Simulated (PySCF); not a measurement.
Coordinates in bohr (charge 0 multiplicity 2):
```
Ge    0.0000    0.0000    0.0000
Cl    4.2671    0.0000    0.0000
Cl   -2.1336    3.6954    0.0000
Cl   -2.1336   -3.6954    0.0000
```

These are results of UPBE in PySCF with Ge def2-SVP, Cl def2-SVP; no relativity; density-fitted integrals, not measurements.

This geometry of GeCl₃ is a stationary point at this level.

**Question.** What is the point group?

**Answer.** D3h.

**Question.** Is it a minimum?

**Answer.** No: it has 1 imaginary mode, at 202i cm⁻¹ (a2'').

**Question.** List the harmonic modes with their infrared intensities.

**Answer.** 
```
symmetry  ω (cm⁻¹)  IR (km/mol, summed over degenerate members)
    a2''      202i                                            –
      e'        51                                          0.0
     a1'       312                                          0.0
      e'       352                                          207
```

**Question.** What are the dipole moment and the gap between the highest occupied and lowest empty levels of either spin?

**Answer.** 0.00 D and 0.55 eV.

In D3h the vibrations span a2'' + 2e' + a1'. The a1' mode carries no infrared intensity, as symmetry demands.

Other isomers or separated fragments may lie lower. At this level a doublet minimum of C3v symmetry lies 60 kJ/mol below this structure.
